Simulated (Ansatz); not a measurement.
Program: Ansatz. Geometries: PBE0-D4/def2-TZVP. ΔE: electronic, gas phase. CBS: MP2 limit from def2 TZ/QZ plus the TZ coupled-cluster correction, frozen cores. Functionals use def2-TZVPP. For Ge outer-core shells are correlated without core-valence functions, which leaves a few kJ/mol of doubt a bond. Scalar relativity is left out up to krypton. One conformer a species, not always the lowest.

Consider the redistribution: `C[BH][GeH2][F]` + `N[SiH2]C(O)F` → `O[CH](F)[GeH2][F]` + `CB[SiH2]N`.

`C[BH][GeH2][F]`:

Cartesian coordinates in Å:
```
C 0.420 -0.462 1.480
B -0.576 0.117 0.446
Ge -0.094 0.281 -1.554
F -1.357 1.146 -2.409
H 1.261 -1.038 1.089
H 0.847 0.434 1.965
H -0.066 -1.014 2.289
H -1.639 0.531 0.809
H 0.010 -1.079 -2.276
H 1.193 1.084 -1.838
```

`N[SiH2]C(O)F`:

Cartesian coordinates in Å:
```
N 0.641 0.717 1.207
Si 0.404 -0.766 0.348
C -0.625 -0.218 -1.165
O -1.559 0.714 -0.785
F 0.276 0.353 -2.084
H 1.370 1.349 0.911
H 0.558 0.721 2.211
H -0.398 -1.654 1.227
H 1.649 -1.449 -0.090
H -1.148 -1.007 -1.710
H -1.168 1.240 -0.069
```

`O[CH](F)[GeH2][F]`:

Z-matrix (Å, degrees):
```
C
F 1 1.387
Ge 1 1.984 2 109.2
O 1 1.376 2 110.4 3 117.5
H 1 1.097 2 105.6 3 -120.5
F 3 1.743 1 105.2 2 -69.1
H 3 1.534 1 111.8 2 176.2
H 3 1.532 1 111.7 2 46.6
H 4 0.963 1 109.9 2 70.3
```

`CB[SiH2]N`:

Cartesian coordinates in Å:
```
C -1.402 1.290 -0.941
B -0.587 0.645 0.215
Si 0.772 -0.807 -0.092
N 1.294 -1.506 1.398
H -1.347 0.797 -1.912
H -1.004 2.311 -1.060
H -2.452 1.439 -0.666
H -0.746 1.095 1.320
H 1.867 -0.194 -0.923
H 0.222 -1.903 -0.943
H 1.964 -2.259 1.408
H 1.419 -0.906 2.197
```

```
            species  r2SCAN energy (Eh)
   `C[BH][GeH2][F]`         -2243.39756
     `N[SiH2]C(O)F`          -561.01954
`O[CH](F)[GeH2][F]`         -2392.43607
        `CB[SiH2]N`          -411.96647
```

Task: Work out ΔE.

Result: ΔE = (-2392.43607) + (-411.96647) − (-2243.39756) − (-561.01954) = 0.01456 Eh = +0.40 eV. CCSD(T)/CBS gives +0.39 eV.

Largest T1 diagnostic among the species: 0.012.

In def2-TZVPP, CCSD(T) changes the Hartree–Fock value by +0.08 eV (the triples alone add +0.02 eV) and MP2 by +0.10 eV.
